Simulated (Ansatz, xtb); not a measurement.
**Two isomers of C2H6Se**

Structure a is `CC[SeH]`, a singlet and structure b is `C[Se]C`, a singlet. Both are isolated molecules in the gas phase, relaxed with B3LYP-D3(BJ)/6-311G**; the shapes shown needn't be the lowest conformers.

a (Å):

```xyz
9

C    -1.7909    0.7836    0.2955
C    -1.0625   -0.0894    1.3068
Se    0.4058    0.8449    2.2660
H    -2.2049    1.6750    0.7702
H    -2.6123    0.2244   -0.1657
H    -1.1191    1.1096   -0.5021
H    -0.6381   -0.9818    0.8483
H    -1.7270   -0.4112    2.1103
H     1.2116    1.0766    1.0550
```

b (Å):

```xyz
9

C    -2.3663    0.1862    0.3237
C     0.2695    0.7230    1.5018
Se   -0.8254   -0.8333    1.0007
H    -2.7912    0.7959    1.1202
H    -2.0625    0.8110   -0.5154
H    -3.1051   -0.5403   -0.0122
H    -0.2444    1.3144    2.2588
H     1.2015    0.3368    1.9124
H     0.4828    1.3296    0.6225
```

**Question.** Estimate which is lower in electronic energy at CCSD(T)/def2-TZVP, and by roughly how much.

**Answer.** Too close to call at this level: CCSD(T)/def2-TZVP gives E(b) − E(a) = +0.11 kJ/mol.

The same difference at several levels:

| level | geometry | E(b) − E(a) (kJ/mol) | departure from the last row (kJ/mol) | job, with rough time for the two |
| --- | --- | --- | --- | --- |
| GFN2-xTB | GFN2-xTB | +9.55 | +9.44 | optimisation, 0.11 s |
| HF/STO-3G | GFN2-xTB | −18.44 | −18.55 | single point, 0.24 s |
| r2SCAN-D4/def2-SVP | GFN2-xTB | +9.44 | +9.33 | single point, 2.3 s |
| B3LYP-D3(BJ)/6-311G** | B3LYP-D3(BJ)/6-311G** | +2.96 | +2.85 | optimisation, 17 s |
| HF/def2-TZVP | B3LYP-D3(BJ)/6-311G** | +3.57 | +3.47 | part of the CCSD(T) run |
| MP2/def2-TZVP | B3LYP-D3(BJ)/6-311G** | −1.80 | −1.91 | part of the CCSD(T) run |
| CCSD(T)/def2-TZVP | B3LYP-D3(BJ)/6-311G** | +0.11 |  | single point, 47 s |

As drawn, b has 1 C–Se, 1 C–H in place of 1 C–C, 1 Se–H.

The largest departure from CCSD(T)/def2-TZVP is that of HF/STO-3G, 18.55 kJ/mol.

With harmonic frequencies from B3LYP-D3(BJ)/6-311G** (ideal gas, rigid rotor, one conformer each, 298.15 K, 1 atm): on the last row, ΔE + ΔZPE = +2.87, ΔH = +3.78, ΔG = +3.23 kJ/mol.

The correlated steps freeze 11 core orbitals; the filled d shell of Se is correlated, in a basis made for valence electrons. Mirror images aren't counted in ΔG. Codes used: Ansatz 0.2.0, xtb 6.7.1; the last row on 2 threads of Arm Neoverse V2 on a shared host.
